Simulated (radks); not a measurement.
Spherical jellium clusters: N electrons in a uniform positive sphere of charge N and radius rs N^(1/3), rs = 5.87 bohr. Level of theory: non-relativistic Kohn-Sham, LDA (Slater exchange, Perdew-Wang correlation), spin-polarised, spherical densities (a radial shooting solver with Libxc functionals). Levels are named by radial order and angular momentum (1s, 1p, 1d, 2s, ...), and open shells are averaged over m. Each electron was tried in the lowest free levels, single moves between levels near the top were tried too, and the lowest total energy was kept; such a search can miss a lower state. Energies include the self-energy of the background; IP and EA are vertical (highest electron removed, lowest free level filled), at fixed background; spill-out counts the electrons outside the background radius R, and alpha is the static dipole polarisability from linear response (closed shells only). A dash means not computed or, for alpha, an open shell; in EA it means that no bound solution was reached, which is typical of self-interaction and does not show that the anion is unstable. Real open-shell clusters deform, which this model forbids.

N        open shells  2S  E/N (eV)  E(N+1) + E(N-1) - 2E(N) (eV)  IP (eV)  EA (eV)  -e(HOMO) (eV)  spill-out (e)
1   1s(up 1, down 0)   1    -1.359                             -        -        -          2.334           0.26
2               none   0    -1.601                         0.570    3.898        -          2.354           0.39
3   1p(up 1, down 0)   1    -1.492                        -0.404    3.068        -          1.805           0.61
4   1p(up 2, down 0)   2    -1.538                        -0.251    3.357        -          2.110           0.73
5   1p(up 3, down 0)   3    -1.616                         0.225    3.501        -          2.296           0.82
6   1p(up 3, down 1)   2    -1.631                        -0.210    3.189    1.069          2.102           0.93
7   1p(up 3, down 2)   1    -1.671                        -0.146    3.342    1.253          2.271           1.02
8               none   0    -1.720                         0.597    3.436        -          2.390           1.09
9   1d(up 1, down 0)   1    -1.691                        -0.153    2.794        -          1.829           1.22
10  1d(up 2, down 0)   2    -1.683                        -0.125    2.920    1.058          1.971           1.31
11  1d(up 3, down 0)   3    -1.689                        -0.104    3.016    1.184          2.083           1.40
12  1d(up 4, down 0)   4    -1.702                        -0.087    3.092    1.290          2.176           1.47
13  1d(up 5, down 0)   5    -1.719                         0.225    3.152    1.090          2.252           1.53
14  1d(up 5, down 1)   4    -1.719                        -0.098    2.902    1.208          2.043           1.62
15  1d(up 5, down 2)   3    -1.724                        -0.083    2.982    1.308          2.134           1.69
16  1d(up 5, down 3)   2    -1.735                        -0.071    3.047    1.394          2.210           1.76
17  1d(up 5, down 4)   1    -1.748                        -0.061    3.101    1.468          2.274           1.83
18              none   0    -1.763                         0.131    3.146    1.361          2.330           1.89
19  2s(up 1, down 0)   1    -1.770                         0.174    2.999    1.222          2.193           2.00
20              none   0    -1.767                         0.077    2.818    1.155          2.042           2.17
21  1f(up 1, down 0)   1    -1.761                        -0.066    2.744    1.230          1.979           2.23
22  1f(up 2, down 0)   2    -1.758                        -0.059    2.796    1.297          2.039           2.29
23  1f(up 3, down 0)   3    -1.759                        -0.054    2.842    1.357          2.093           2.34
24  1f(up 4, down 0)   4    -1.761                        -0.049    2.883    1.412          2.141           2.39
25  1f(up 5, down 0)   5    -1.765                        -0.044    2.919    1.463          2.184           2.44
26  1f(up 6, down 0)   6    -1.771                        -0.041    2.952    1.509          2.224           2.48
27  1f(up 7, down 0)   7    -1.778                         0.190    2.981    1.327          2.260           2.53
28  1f(up 7, down 1)   6    -1.777                        -0.049    2.780    1.383          2.076           2.58
29  1f(up 7, down 2)   5    -1.778                        -0.044    2.820    1.435          2.122           2.64
30  1f(up 7, down 3)   4    -1.781                        -0.041    2.856    1.482          2.164           2.69
31  1f(up 7, down 4)   3    -1.784                        -0.038    2.889    1.526          2.203           2.74
32  1f(up 7, down 5)   2    -1.789                        -0.035    2.919    1.566          2.238           2.79
33  1f(up 7, down 6)   1    -1.794                        -0.032    2.946    1.604          2.270           2.84
34              none   0    -1.800                         0.217    2.971    1.400          2.300           2.89
35  2p(up 1, down 0)   1    -1.800                        -0.023    2.746    1.436          2.087           3.00
36  2p(up 2, down 0)   2    -1.800                             -    2.769    1.465          2.112           3.11

All shells are closed at N = 2, 8, 18, 20, 34 (there: 1s2 1p6 1d10 2s2 1f14); the second difference of the energy has clear peaks (12 % above both neighbours; the first and last values, which can be the largest, are not judged, and half-filled shells can peak too) at N = 5, 8, 13, 19, 27, 34.
